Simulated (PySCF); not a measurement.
SnH2Me(SiMe3), C4H14SiSn.
SMILES: `[H][Sn]([H])([CH3])[Si](C)(C)C`

Computed, not measured: TDDFT wB97X-D/def2-SVPD, vertical, gas phase, core orbitals frozen in the response, def2 core potentials past Kr (PySCF). Geometry: PBE0-D3(BJ)/def2-SVP; no solvent, vibrations or thermal averaging. Spin–orbit coupling is left out.

Computed states:

```
state  E (eV)      f
   S1    6.40  0.059
   S2    6.74  0.054
   S3    6.87  0.066
   S4    7.39  0.381
   S5    7.45  0.263
   S6    7.66  0.023
   S7    7.82  0.072
   S8    7.96  0.020
   S9    8.07  0.067
  S10    8.08  0.233
```

Each state is given a Gaussian of 0.5 eV full width at half maximum, with ε(max) = 2.175×10⁸ f / Δν̃ (Δν̃ the width in cm⁻¹). The width is an assumption, not a result. The curve ends short of the highest state used, and states not computed would add to its high-energy end.

**Question.** Give the broadened spectrum and its maxima.

**Answer.** 
```csv
λ (nm),ε (L mol⁻¹ cm⁻¹)
165.7,34993
166.9,35984
168.2,35012
169.4,32378
170.7,28189
171.9,23757
173.2,19061
174.4,15309
175.6,12367
176.9,10140
178.1,8853
179.4,8066
180.6,7682
181.9,7435
183.1,7236
184.4,6983
185.6,6696
186.9,6339
188.1,5989
189.4,5603
190.6,5249
191.9,4865
193.1,4501
194.4,4089
195.6,3688
196.8,3270
198.1,2807
199.3,2385
200.6,1948
201.8,1578
203.1,1223
204.3,943
205.6,694
206.8,510
208.1,356
209.3,250
210.6,167
211.8,112
213.1,72
214.3,46
215.6,28
216.8,18
218.0,11
219.3,6
```

Maxima: 167 nm (7.43 eV), ε about 36000, made up of S4 (56%) and S5 (39%) (ε in L mol⁻¹ cm⁻¹; maxima over ε = 5, shares over 10%).

**Question.** On this curve, what absorbance would a 10⁻³ mol/L sample give at 193 nm over a 1 cm path?

**Answer.** 193 nm is 6.424 eV, where ε is about 4500 L mol⁻¹ cm⁻¹, so A = ε c l ≈ 4.5 (Beer–Lambert, with the gas-phase spectrum and the assumed width).

**Question.** What would ε be at 7.43 eV, the highest of these maxima, with half the width (0.25 eV)?

**Answer.** About 65800 L mol⁻¹ cm⁻¹ against 36000, a factor of about 1.8; a lone state at its own centre would give exactly 2.

**Question.** Coming from long wavelengths, where does ε first pass 100 L mol⁻¹ cm⁻¹?

**Answer.** At about 212 nm (5.85 eV), 0.56 eV below S1.
